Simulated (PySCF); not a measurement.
hexa-1,5-dien-3-yne (C6H6), SMILES C(#CC=C)C=C.

Geometry: PBE0-D3(BJ)/def2-SVP.

Calculation: PySCF with TDA-ωB97X/def2-SVPD.

Vertical excitations. The molecule is in vacuum. State labels are in the subgroup C2v.

Computed lowest excited states:
```csv
state,symmetry,energy (eV),λ (nm),f,main pairs
S1,A2,4.92,252,0.000,HOMO−1→LUMO 96 %
S2,B2,5.05,246,0.606,HOMO→LUMO 84 %
S3,A2,6.00,207,0.000,"HOMO→LUMO+1 66 %, HOMO→LUMO+7 22 %"
S4,B1,6.84,181,0.003,HOMO→LUMO+3 89 %
S5,A1,7.19,172,0.056,HOMO→LUMO+2 86 %
S6,B1,7.52,165,0.000,HOMO−1→LUMO+2 91 %
S7,A1,7.74,160,0.169,"HOMO−2→LUMO 67 %, HOMO−1→LUMO+3 21 %"
S8,B2,7.87,157,0.967,"HOMO−3→LUMO 32 %, HOMO−1→LUMO+1 30 %, HOMO−1→LUMO+7 11 %, HOMO→LUMO 9 %"
S9,A2,7.95,156,0.000,"HOMO→LUMO+7 47 %, HOMO→LUMO+1 22 %, HOMO−2→LUMO+3 14 %"
S10,B1,7.98,155,0.004,HOMO→LUMO+4 79 %
T1,B2,2.88,430,0,HOMO→LUMO 89 %
T2,A1,4.17,297,0,"HOMO−2→LUMO 49 %, HOMO→LUMO+2 42 %"
T3,A2,4.66,266,0,HOMO−1→LUMO 92 %
T4,B2,5.62,220,0,"HOMO−1→LUMO+1 38 %, HOMO−1→LUMO+7 30 %, HOMO−3→LUMO 12 %"
```
Triplets are in the Tamm–Dancoff approximation.
